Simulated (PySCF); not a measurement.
# Electronic structure of P²⁺ (phosphorus, charge +2) at the UHF level

Configuration: [Ne] 3s1 3p1 3d1, one real determinant (an excited configuration). Computed with PySCF 2.14 in aug-cc-pCVTZ-DK with one added diffuse shell each of s, p, d, f type (9s8p6d4f, 91 functions), with scalar relativity by spin-free X2C-1e.

* Total energy: -339.737986 hartree
* One-electron energy: -457.6863 hartree
* Hartree (Coulomb) energy: 140.0092 hartree
* Exchange energy: -22.0609 hartree
* ⟨S²⟩: 3.7501
* ⟨L²⟩: 8.020
* Sum of ⟨r⟩: 10.36 bohr
* Sum of ⟨r²⟩: 17.99 bohr²
* Traceless quadrupole moment −½Σ⟨3z² − r²⟩ along its main axis: 0.413 e·bohr²
* Langevin diamagnetic susceptibility: -14.2 ×10⁻⁶ cm³/mol

| shell | electrons | mean orbital energy (eV) | spread (eV) | rms radius, mean of both spins (bohr) |
| --- | --- | --- | --- | --- |
| 1s α | 1 | -2212.2 | 0 | 0.120 |
| 1s β | 1 | -2211.4 | 0 | 0.120 |
| 2s α | 1 | -234.10 | 0 | 0.559 |
| 2s β | 1 | -232.62 | 0 | 0.559 |
| 2p α | 3 | -175.71 | 0.678 | 0.538 |
| 2p β | 3 | -174.62 | 0.542 | 0.538 |
| 3s α | 1 | -43.783 | 0 | 1.84 |
| 3p α | 1 | -33.045 | 0 | 2.04 |
| 3d α | 1 | -17.067 | 0 | 2.84 |

⟨L²⟩ = 8.02 against 12 for a pure F term, so this real determinant mixes terms. The outer electron is Rydberg-like, and this basis confines it to a smaller radius and binds it less than a complete one would.

Densities and radii are taken from the X2C orbitals without a picture-change correction, which distorts them close to the nucleus.

Spin-orbit constants ζ (cm⁻¹) from the X2C one-electron operator on these orbitals: bare nucleus, nucleus screened by l(l+1)(2l+1)/3 electrons, and screened by the Breit-Pauli mean field of the electrons.

```json
{"shell": "2p", "bare": "5524", "screened nucleus": "4788", "mean field": "4456"}
{"shell": "3p", "bare": "461.9", "screened nucleus": "400.3", "mean field": "368.4"}
{"shell": "3d", "bare": "19.10", "screened nucleus": "6.365", "mean field": "4.768"}
```

To first order the Landé constant is A = 42.00 cm⁻¹, so the lowest level has J = 3/2 and lies 0.0312 eV below the centre of the term. This holds in LS coupling only.
